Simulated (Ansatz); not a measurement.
Single points on the cluster V₃O₃⁺.

```yaml
crystal:
  periodic: [false, false, false]
  atoms:
    - {symbol: V, position_ang: [-0.743515, 0.182557, 0.680241]}
    - {symbol: V, position_ang: [0.380351, -1.275285, -0.555174]}
    - {symbol: V, position_ang: [1.117190, 0.853227, -0.320664]}
    - {symbol: O, position_ang: [-1.348692, -0.970874, -0.573021]}
    - {symbol: O, position_ang: [1.025347, -0.470676, 1.049716]}
    - {symbol: O, position_ang: [-0.430681, 1.681052, -0.281099]}
basis:
  gaussian: {orbitals: def2-SVP, initial_orbitals: start.molden}
total_charge: 1
hamiltonian: {xc: pbe0, dispersion: d4}
scf: {omitted_lower_state_checks: [starts]}
output: {orbitals: {seedname: orbitals}}
```

The file start.molden holds the orbitals of an earlier run on this structure, at another level or in another basis.

```sh
$ ansatz run in.yaml --threads 4 --pin off --events-out ev --progress --plain --max-ram 4787MiB
```

Output, abridged:

```
Functional definition: PBE0
1430 factors; integrals over basis functions are off by at most 1.1e-3 eV
mean field evaluation 1: about -83159.7386 eV, gradient 1.3e1 eV
mean field evaluation 2: about -83160.0503 eV, gradient 2.4e-1 eV
mean field evaluation 4: about -83160.2565 eV, gradient 2.3e-3 eV
mean field -83160.25654390 eV, -3056.0830599419 hartree, gradient 2.9e-5 eV, S^2 0.000000; 0 other end points of the search recorded, 0 dependent functions left out
reference -83160.25661373 eV, -3056.0830625080 hartree; 46, 46 occupied and 89, 89 virtual orbitals, 1430 factors
Total energy: -83160.41924856 eV, -3056.0890392278 hartree
Checks for a lower state left out: starts
```

Run time 4.8 s (4 threads of Intel Xeon on a shared host).

The first input with `gaussian: {orbitals: def2-TZVP, initial_orbitals: start.molden}`, `hamiltonian: {xc: pbe, dispersion: d4}`, `output: {forces: true, orbitals: {seedname: orbitals}}` (abridged; 4.3 s):

```
Functional definition: PBE
mean field -83181.24186335 eV, -3056.8542562074 hartree, gradient 1.3e-5 eV, S^2 0.000000
Total energy: -83181.43571054 eV, -3056.8613799602 hartree
Atom 0 force    -0.054978     0.000462     0.174940 eV/Å
Atom 1 force     0.142945    -0.242406    -0.073063 eV/Å
Atom 2 force     0.266675     0.113402    -0.034509 eV/Å
Atom 3 force    -0.217762    -0.030680    -0.071698 eV/Å
Atom 4 force     0.010544    -0.009014     0.052609 eV/Å
Atom 5 force    -0.147425     0.168235    -0.048279 eV/Å
Dipole moment:     0.642224    -0.240607     0.164871 e Å
Checks for a lower state left out: starts
```

As the first input, with `gaussian: {orbitals: def2-TZVP, initial_orbitals: start.molden}`, `hamiltonian: {xc: {name: wB97M-V}}` (abridged; 62 s):

```
Functional definition: wB97M-V
mean field evaluation 16: about -83193.7129 eV, gradient 2.4e-4 eV
mean field -83193.71294684 eV, -3057.3125600722 hartree, gradient 1.9e-5 eV, S^2 0.000000
Total energy: -83193.71301836 eV, -3057.3125627006 hartree
Checks for a lower state left out: starts
```

First input, but with `hamiltonian: {xc: pbe, dispersion: d4}` (abridged; 2.3 s):

```
Functional definition: PBE
mean field -83163.63896207 eV, -3056.2073615168 hartree, gradient 1.7e-5 eV, S^2 0.000000
Total energy: -83163.83283714 eV, -3056.2144862945 hartree
Checks for a lower state left out: starts
```

The first input with `gaussian: {orbitals: def2-TZVP, initial_orbitals: start.molden}`, `hamiltonian: {xc: r2scan, dispersion: d4}` (abridged; 7 s):

```
Functional definition: r2SCAN
mean field -83199.05490951 eV, -3057.5088735794 hartree, gradient 1.4e-5 eV, S^2 0.000000
Total energy: -83199.09371532 eV, -3057.5102996669 hartree
Checks for a lower state left out: starts
```

First input, but with `gaussian: {orbitals: def2-TZVP, initial_orbitals: start.molden}`, `hamiltonian: {xc: {name: B3LYP}, dispersion: d4}` (abridged; 7.5 s):

```
Functional definition: B3LYP
mean field -83203.25799358 eV, -3057.6633340704 hartree, gradient 1.1e-5 eV, S^2 0.000000
Total energy: -83203.58028225 eV, -3057.6751779604 hartree
Checks for a lower state left out: starts
```

First input, but with `correlation: {method: ccsd_t}` and without the key `hamiltonian` (abridged; 2.3 min):

```
Functional definition: HF
mean field evaluation 16: about -83055.6892 eV, gradient 2.2e-4 eV
mean field evaluation 32: about -83046.3603 eV, gradient 2.3e1 eV
mean field evaluation 64: about -83052.4376 eV, gradient 1.0e1 eV
mean field evaluation 96: about -83053.3665 eV, gradient 1.5e0 eV
mean field -83055.68915217 eV, -3052.2402791741 hartree, gradient 4.3e-6 eV, S^2 0.000000; unrestricted orbitals would lower it
mean field evaluation 128: about -83059.8832 eV, gradient 6.8e-2 eV
mean field evaluation 160: about -83052.1978 eV, gradient 3.3e0 eV
mean field evaluation 192: about -83059.5585 eV, gradient 3.0e-2 eV
mean field evaluation 224: about -83059.8844 eV, gradient 8.1e-2 eV
unrestricted determinant -83059.88477545 eV, -3052.3944654858 hartree, S^2 3.5109
18 core orbitals not correlated: weight in the atoms' cores, before any rotation towards them, 1.000 or more for the frozen orbitals, at most 0.000 for the correlated occupied ones
second order -41.51606852 eV of doubles, -0.00000000 eV of singles
cycle   1  -37.29701089 eV  change     4.2e0 eV  update   4.8e-1
[...]
cycle  46  -44.32168543 eV  change   -5.0e-6 eV  update   1.4e-5
cycle  47  -44.32168863 eV  change   -3.2e-6 eV  update   1.2e-5
cycle  48  -44.32169424 eV  change   -5.6e-6 eV  update   1.0e-5
cycle  49  -44.32168477 eV  change    9.5e-6 eV  update   9.2e-6
cycle  50  -44.32170169 eV  change   -1.7e-5 eV  update   8.5e-6
cycle  51  -44.32170407 eV  change   -2.4e-6 eV  update   7.2e-6
cycle  52  -44.32172435 eV  change   -2.0e-5 eV  update   6.3e-6
cycle  53  -44.32174004 eV  change   -1.6e-5 eV  update   5.1e-6
cycle  54  -44.32174970 eV  change   -9.7e-6 eV  update   3.9e-6
cycle  55  -44.32176208 eV  change   -1.2e-5 eV  update   3.3e-6
cycle  56  -44.32176978 eV  change   -7.7e-6 eV  update   2.5e-6
cycle  57  -44.32177492 eV  change   -5.1e-6 eV  update   1.9e-6
perturbative correction -12.36688359 eV, -0.4544745894 hartree
WARN: the results are in doubt because among natural orbitals the method converges to other amplitudes
Total energy: -83112.37781068 eV, -3054.3235489494 hartree
In doubt: among natural orbitals the method converges to other amplitudes
Checks for a lower state left out: starts
```

Geometry: PBE-D4/def2-SVP.

B3LYP takes the VWN-RPA correlation. Correlated methods freeze 18 core orbitals; core or outer-core shells of V are correlated, in sets that lack core-valence functions. The restricted singlet is unstable towards broken spin symmetry in Hartree–Fock (as tested in another run); at PBE0-D4/def2-SVP, PBE-D4/def2-TZVP, ωB97M-V/def2-TZVP, PBE-D4/def2-SVP and others this wasn't settled. At CCSD(T)/def2-SVP the program marks the result for the charge 1 singlet as doubtful (other amplitudes). At CCSD(T)/def2-SVP T1 of the charge 1 singlet is large (up to 0.207), so the single-reference result is doubtful. At CCSD(T)/def2-SVP the restricted singlet (for correlated methods, its reference) is unstable: a solution with broken spin symmetry lies lower. The structure comes from a short search, and lower isomers may exist.
